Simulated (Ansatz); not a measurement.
Mulliken charges of H5N2OSTa (`[NH2][Ta]([NH2])([OH])=[S]`) from PBE/def2-TZVPP in Ansatz (PBE0-D4/def2-TZVP geometry).

| atom | x (Å) | y (Å) | z (Å) | charge (e) |
| --- | --- | --- | --- | --- |
| N1 | -1.584 | 0.753 | -0.320 | -0.390 |
| Ta2 | 0.307 | 0.284 | 0.005 | 0.587 |
| N3 | 0.463 | -1.382 | 1.053 | -0.390 |
| O4 | 1.121 | -0.025 | -1.687 | -0.357 |
| S5 | 1.209 | 1.887 | 1.152 | -0.292 |
| H6 | -2.045 | 1.567 | 0.056 | 0.173 |
| H7 | -2.233 | 0.197 | -0.859 | 0.147 |
| H8 | 0.150 | -2.292 | 0.745 | 0.147 |
| H9 | 0.838 | -1.437 | 1.988 | 0.173 |
| H10 | 1.856 | 0.398 | -2.130 | 0.201 |

**Question.** By hand: the dipole of these point charges (1 e Å = 4.8032 D).

**Answer.** Σ q r = (-0.278, -0.336, -0.108) e Å, of length 0.449 e Å = 2.16 D.

**Question.** How does the dipole of the full density compare? (Estimate.)

**Answer.** Computed: (-0.330, -0.511, -0.303) e Å, 3.26 D; the point charges give 0.66 times that, at 14° from its direction.

Point charges leave out the atoms' own dipoles, such as those of lone pairs, and Mulliken's split depends on the basis, so the two needn't agree.
